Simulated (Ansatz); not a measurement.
Mulliken charges of `C[B](Cl)[GeH3]` from ωB97M-V/def2-TZVPP in Ansatz (PBE0-D4/def2-TZVP geometry).

```csv
atom,x (Å),y (Å),z (Å),charge (e)
C1,-0.191,1.069,-1.180,-0.293
B2,0.523,-0.102,-0.456,0.107
Cl3,1.979,-0.798,-1.146,-0.086
Ge4,-0.136,-0.917,1.334,-0.121
H5,-1.268,0.878,-1.257,0.123
H6,0.210,1.308,-2.166,0.117
H7,-0.111,1.962,-0.544,0.125
H8,-0.603,-2.367,1.108,0.010
H9,-1.318,-0.131,1.934,0.006
H10,0.996,-0.954,2.375,0.013
```

By hand: the dipole of these point charges (1 e Å = 4.8032 D).

Σ q r = (-0.188, 0.325, -0.188) e Å, of length 0.420 e Å = 2.02 D.

How does the dipole of the full density compare? (An estimate is asked.)

Ansatz gave: (-0.146, 0.217, -0.101) e Å, 1.35 D; the point charges give 1.50 times that, at 7° from its direction.

Point charges leave out the atoms' own dipoles, such as those of lone pairs, and Mulliken's split depends on the basis, so the two needn't agree.
